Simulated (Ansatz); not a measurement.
System: BNH, charge 0, doublet. BNH (SMILES B=[N], doublet).
B3LYP-D3(BJ)/def2-TZVP minimum from Ansatz (a quantum-chemistry and plane-wave program):
```xyz
3

B      0.0000     0.0000    -0.6130
N      0.0000     0.0000     0.6925
H      0.0000     0.0000    -1.7820
```
Charge 0, spin multiplicity 2.

Property: atomisation energy (electronic, to ground-state atoms), in kcal/mol. Open shells are spin-unrestricted; no spin-orbit coupling. Correlated methods leave the cores frozen. Rows without X2C or -DK are non-relativistic. CBS(X,Y): correlation extrapolated as X^-3, Hartree-Fock from the larger set (Q,5: extrapolated as (X+1)exp(-9√X)). A bracket is a step between two methods taken in the basis named. Functionals run without relativity, which enters their misses. 'core' is core correlation in cc-pwCVTZ, 'X2C' scalar relativity in cc-pVTZ-DK, both at CCSD(T). Where a partner has so few electrons that a lower coupled-cluster level is exact, that level stands in. The UHF reference of HBN (B=[N], doublet) is spin-contaminated (<S^2> up to 0.03 over the pure value in the sets run).

```
level                                      program  atomisation energy (kcal/mol)
-----------------------------------------  -------  -----------------------------
wB97M-V/def2-TZVPD                          Ansatz                          222.6
CCSD/cc-pV5Z                                Ansatz                          207.9
CCSD/CBS(cc-pVTZ,cc-pVQZ)                   Ansatz                          209.5
CCSD(T)/cc-pVQZ                             Ansatz                          211.7
CCSD(T)/CBS(cc-pVTZ,cc-pVQZ) + core + X2C   Ansatz                          216.3
```

Problem. Predict the result of CCSD(T)/CBS(cc-pVQZ,cc-pV5Z) + [CCSDT(Q) - CCSD(T)]/cc-pVQZ + [CCSDTQ - CCSDT(Q)]/cc-pVDZ + core + X2C (Ansatz).

Solution. 216.8 kcal/mol; the difference of CCSD(T)/CBS(cc-pVTZ,cc-pVQZ) + core + X2C is -0.5 kcal/mol.
